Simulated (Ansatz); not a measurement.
`OB(O)O[Si](Cl)(Cl)Cl` + `[SiH3][TeH]` → `OB(O)[Te][SiH3]` + `O[Si](Cl)(Cl)Cl`  (ligand exchange at a B–O bond)

Computed with Ansatz on PBE0-D4/def2-TZVP structures; ΔE is electronic, products minus reactants. CBS: MP2 limit from def2 TZ/QZ plus the TZ coupled-cluster correction, frozen cores. Functionals use def2-TZVPP. B3LYP here is the variant with VWN-RPA as its local correlation; programs differ in this. Elements past krypton have def2 core potentials. For Te outer-core shells are correlated without core-valence functions, which leaves a few kJ/mol of doubt a bond. One conformer a species, not always the lowest.

CCSD(T)/CBS gives +82.0 kJ/mol.

Question: Another level gave +90.4 kJ/mol. Which?
A. HF/def2-TZVPP
B. PBE-D4/def2-TZVPP
C. r2SCAN/def2-TZVPP
D. B3LYP/def2-TZVPP

Answer: D. B3LYP 90.4, r2SCAN 82.9, PBE-D4 70.6, HF/def2-TZVPP 117.1 kJ/mol.

Largest T1 diagnostic among the species: 0.012.

From PBE to PBE0 (25 % exact exchange), in def2-TZVPP and without D4, ΔE moves by +8.4 kJ/mol. In def2-TZVPP, CCSD(T) changes the Hartree–Fock value by −30.0 kJ/mol (the triples alone add −6.1 kJ/mol) and MP2 by −39.7 kJ/mol.
